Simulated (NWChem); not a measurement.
A series in which one site is exchanged, each optimised at PBE0/def2-SVP with NWChem, gas phase unless a solvent is named. All stand in one matching conformer (torsions within 35°), which need not be the lowest. Some are not confirmed as minima by frequencies. def2 effective core potentials on Te, I; no spin-orbit coupling.

A: N[Te]I (NH₂TeI; site = Te)
B: [NH2][Zn][I] (ZnNH$_{2}$I; site = Zn)
C: [NH2][Be][I] (BeNH2I; site = Be)
D: [Se](N)I (NH₂SeI; site = Se)

Question: Rank them by orbital gap (eV), PBE0/def2-SVP, lowest first.

Answer: A (3.72), D (4.08), B (5.94), C (7.14)
